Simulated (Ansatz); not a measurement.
Total energies of `C#CCCC(F)(F)C(F)(F)C(F)(F)C(F)(F)C(F)(F)C(F)(F)C(F)(F)C(F)(F)F` from Ansatz at LDA (SPW92)/def2-TZVP, gas phase (1 Eh = 27.2114 eV = 2625.5 kJ/mol). The reference geometry is relaxed at PBE-D4/def2-SVP.

```csv
state,geometry,energy (Eh)
charge 0 singlet,reference,-2143.63755
charge 1 doublet,reference,-2143.27988
charge -1 doublet,reference,-2143.62468
free C atom (triplet),–,-37.46560
free F atom (doublet),–,-99.10436
free H atom (doublet),–,-0.47838
```

Single mean-field runs in def2-TZVP are fitted with def2-universal-jkfit.

Q: Work out the vertical ionisation energy to the doublet.

A: E(charge 1 doublet) − E(charge 0 singlet) = -2143.27988 − (-2143.63755) = 0.35767 Eh = 9.73 eV. For comparison, −ε of the highest occupied level is 6.97 eV at this level, 2.76 eV less.

Q: Work out the vertical electron affinity, to the doublet.

A: E(charge 0 singlet) − E(charge -1 doublet) = -2143.63755 − (-2143.62468) = -0.01287 Eh = -0.35 eV; negative, so the extra electron isn't bound. The basis lacks diffuse functions, which makes affinities too small.

Q: Give the fundamental gap IE − EA, the Mulliken electronegativity (IE + EA)/2 and the hardness (IE − EA)/2.

A: From the values in Eh: IE − EA = 0.35767 − (-0.01287) = 0.37054 Eh = 10.08 eV; (IE + EA)/2 = 4.69 eV; (IE − EA)/2 = 5.04 eV. The HOMO–LUMO gap of the same run is 5.23 eV, 4.85 eV smaller than the fundamental gap.

Q: What is the binding energy per atom against free atoms?

A: Atoms: 12 × (-37.46560) + 17 × (-99.10436) + 5 × (-0.47838) = -2136.75322 Eh. Binding: -2136.75322 − (-2143.63755) = 6.88433 Eh = 187.33 eV, or 5.51 eV for each of 34 atoms (no zero-point energy, no counterpoise term).

At LDA (SPW92)/def2-TZVP the gap within one spin of the charge 1 doublet nearly closes, so an electron or hole may be smeared out by delocalisation error. At LDA (SPW92)/def2-TZVP the gap within one spin of the charge -1 doublet nearly closes, so an electron or hole may be smeared out by delocalisation error. At LDA (SPW92)/def2-TZVP the highest occupied level of the charge -1 doublet lies above zero (up to 2.21 eV). By energy differences it is unbound by 0.35 eV (vertical, to the charge 0 singlet, at LDA (SPW92)/def2-TZVP) and held by the finite basis.
